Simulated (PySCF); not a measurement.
Delta-SCF ions had no search for a lower state. Excitations are Tamm–Dancoff values on a coarser integration grid. The basis has no diffuse functions, so Rydberg states are missing or too high.

Cartesian coordinates (Å):
```xyz
10

Si    -1.7909     0.2501     0.0483
Si     0.3210    -0.7197     0.2647
C      1.8312     0.2871     0.3938
O      1.4516    -0.3138    -0.9049
H     -2.5323     0.1111     1.3255
H     -1.6290     1.6852    -0.2781
H     -2.5631    -0.4201    -1.0252
H      0.3537    -2.1282     0.7203
H      1.8042     1.3730     0.3808
H      2.7536    -0.1249     0.7936
```
Charge 0, multiplicity 1.

Question: What is the computed total energy, brightest of the four lowest singlets (TDA), dipole moment, S1–T1 gap (TDA), S1 excitation (TDA), vertical ionisation energy (Delta-SCF), S1 oscillator strength and T1 excitation (TDA) (TPSSh-D3(BJ)/def2-TZVP // B3LYP-D3(BJ)/def2-TZVP in PySCF)?

Answer: 
| Quantity | Result |
|---|---|
| total energy | -18939.64 eV |
| brightest of the four lowest singlets (TDA) | 5.60 eV |
| dipole moment | 1.74 D |
| S1–T1 gap (TDA) | 0.94 eV |
| S1 excitation (TDA) | 5.27 eV |
| vertical ionisation energy (Delta-SCF) | 9.51 eV |
| S1 oscillator strength | 0.007 |
| T1 excitation (TDA) | 4.34 eV |
